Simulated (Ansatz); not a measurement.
Geometry optimisation, RKS BHLYP/6-31G (Ansatz).

input.yaml

```yaml
crystal:
  periodic: [false, false, false]
  atoms:
    - { symbol: Si, position_ang: [0.0, 0.0, 0.0] }
    - { symbol: O, position_ang: [0.0, 0.0, 1.68] }
    - { symbol: C, position_ang: [-1.1112, -0.3437, 2.4945] }
    - { symbol: H, position_ang: [-1.814, -0.9775, 1.9143] }
    - { symbol: H, position_ang: [-0.7584, -0.9037, 3.3856] }
    - { symbol: H, position_ang: [-1.6313, 0.5809, 2.8212] }
    - { symbol: Si, position_ang: [2.0935, 0.0, -0.7393] }
    - { symbol: H, position_ang: [2.5508, -1.3762, -0.9079] }
    - { symbol: H, position_ang: [2.1573, 0.6939, -2.0222] }
    - { symbol: H, position_ang: [2.951, 0.6823, 0.2255] }
    - { symbol: Si, position_ang: [-1.0456, 1.8115, -0.7393] }
    - { symbol: H, position_ang: [-2.4302, 1.478, -1.0607] }
    - { symbol: H, position_ang: [-1.0215, 2.8436, 0.2931] }
    - { symbol: H, position_ang: [-0.3743, 2.3069, -1.9374] }
    - { symbol: Si, position_ang: [-1.0456, -1.8115, -0.7393] }
    - { symbol: H, position_ang: [-1.7029, -2.4846, 0.3772] }
    - { symbol: H, position_ang: [-2.0454, -1.4265, -1.7311] }
    - { symbol: H, position_ang: [-0.0777, -2.7173, -1.3511] }
basis:
  gaussian: { orbitals: "6-31G" }
hamiltonian:
  xc: { name: BHLYP }
relax:
  f_tol: 0.02
  max_steps: 40
```

Run as:

```bash
$ ansatz run input.yaml --threads 2 --pin off --max-ram 3072MiB --backend cpu --events-out ev --progress --plain --runs-dir out
```

Problem. Where does it end, and by what steps?

Solution. The forces met the threshold. The force dipped under the threshold on the way, but the program's further checks kept it going. Limits of this set-up: no polarisation functions. After 25 steps the energy has fallen by 0.888 eV; H16 moved furthest, 1.30 Å.

```
step  energy less start (eV)  largest force component (eV/Å)  accepted
   0                  0.0000                           1.724       yes
   1                 -0.7277                           0.811       yes
   2                 -0.7947                           0.255       yes
   3                 -0.8341                           0.174       yes
   4                 -0.8367                           0.557       yes
   5                 -0.8525                           0.133       yes
   6                 -0.8662                           0.026       yes
   7                 -0.8686                           0.161       yes
   8                 -0.8747                           0.116       yes
   9                 -0.8776                           0.044       yes
  10                 -0.8803                           0.025       yes
  11                 -0.8774                           0.237        no
  12                 -0.8713                           0.524        no
  13                 -0.8814                           0.019       yes
  14                 -0.8833                           0.052       yes
  15                 -0.8831                           0.139        no
  16                 -0.8844                           0.048       yes
  17                 -0.8851                           0.060       yes
  18                 -0.8856                           0.075       yes
  19                 -0.8861                           0.058       yes
  20                 -0.8868                           0.023       yes
  21                 -0.8871                           0.025       yes
  22                 -0.8874                           0.028       yes
  23                 -0.8875                           0.023       yes
  24                 -0.8876                           0.016       yes
  25                 -0.8877                           0.020       yes
```

```xyz
18
Properties=species:S:1:pos:R:3
Si -0.035 -0.074 -0.043
O 0.070 -0.301 1.678
C -1.019 -0.415 2.596
H -1.651 -1.271 2.363
H -0.595 -0.550 3.583
H -1.635 0.484 2.598
Si 2.233 0.052 -0.682
H 2.947 -1.196 -0.287
H 2.324 0.207 -2.166
H 2.889 1.227 -0.039
Si -1.203 1.934 -0.559
H -2.628 1.871 -0.115
H -0.554 3.115 0.082
H -1.187 2.125 -2.041
Si -1.135 -1.917 -1.069
H -2.526 -2.085 -0.550
H -1.215 -1.664 -2.540
H -0.384 -3.186 -0.844
```

Time of the run: 4 min on 2 threads of Arm Neoverse N1, on a shared host, peak memory 0.27 GiB.
